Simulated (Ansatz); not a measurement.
Geometry optimisation, Ansatz 0.2.0, RKS B3LYP/def2-SVP.

input.yaml

```yaml
crystal:
  periodic: [false, false, false]
  atoms:
    - { symbol: C, position_ang: [-0.6976, 0.272, 1.2435] }
    - { symbol: C, position_ang: [0.3356, -0.5284, 0.5694] }
    - { symbol: O, position_ang: [1.5637, 0.0191, 0.8559] }
    - { symbol: Si, position_ang: [0.1687, -0.5645, -1.2975] }
    - { symbol: Te, position_ang: [0.3869, 1.6874, -2.2884] }
    - { symbol: H, position_ang: [-1.7517, -0.0778, 0.996] }
    - { symbol: H, position_ang: [-0.6638, 1.3728, 0.8887] }
    - { symbol: H, position_ang: [-0.5717, 0.3185, 2.3272] }
    - { symbol: H, position_ang: [0.2695, -1.5482, 1.0053] }
    - { symbol: H, position_ang: [2.2687, -0.6865, 0.6944] }
    - { symbol: H, position_ang: [-1.2635, -1.0751, -1.5805] }
    - { symbol: H, position_ang: [1.1116, -1.4719, -1.8665] }
    - { symbol: H, position_ang: [-1.136, 2.2478, -1.5327] }
basis:
  gaussian: { orbitals: def2-SVP }
hamiltonian:
  xc: b3lyp
relax:
  f_tol: 0.02
  max_steps: 50
```

Command:

```bash
$ ansatz run input.yaml --threads 2 --pin off --max-ram 3072MiB --backend cpu --events-out ev --progress --plain --runs-dir out
```

Question: Where does it end, and by what steps?

Answer: It converged. After 14 steps the energy has fallen by 0.547 eV; H13 moved furthest, 0.43 Å.

| step | energy less start (eV) | largest force component (eV/Å) | accepted |
| --- | --- | --- | --- |
| 0 | 0.0000 | 3.623 | yes |
| 1 | -0.3792 | 1.649 | yes |
| 2 | -0.5196 | 0.443 | yes |
| 3 | -0.5052 | 0.461 | no |
| 4 | -0.5431 | 0.073 | yes |
| 5 | -0.5419 | 0.166 | no |
| 6 | -0.5450 | 0.028 | yes |
| 7 | -0.5456 | 0.032 | yes |
| 8 | -0.5458 | 0.053 | yes |
| 9 | -0.5457 | 0.086 | no |
| 10 | -0.5464 | 0.023 | yes |
| 11 | -0.5466 | 0.026 | yes |
| 12 | -0.5468 | 0.027 | yes |
| 13 | -0.5469 | 0.023 | yes |
| 14 | -0.5470 | 0.018 | yes |

```xyz
13
Properties=species:S:1:pos:R:3
C -0.685 0.353 1.352
C 0.300 -0.547 0.619
O 1.611 -0.159 1.016
Si 0.119 -0.518 -1.296
Te 0.284 1.769 -2.369
H -1.727 0.074 1.127
H -0.534 1.407 1.070
H -0.529 0.270 2.440
H 0.096 -1.600 0.917
H 2.248 -0.780 0.638
H -1.155 -1.180 -1.711
H 1.274 -1.276 -1.866
H -1.282 2.153 -1.923
```

Time of the run: 88 s on 2 threads of Arm Neoverse V2, with other jobs on the host, peak memory 0.34 GiB.
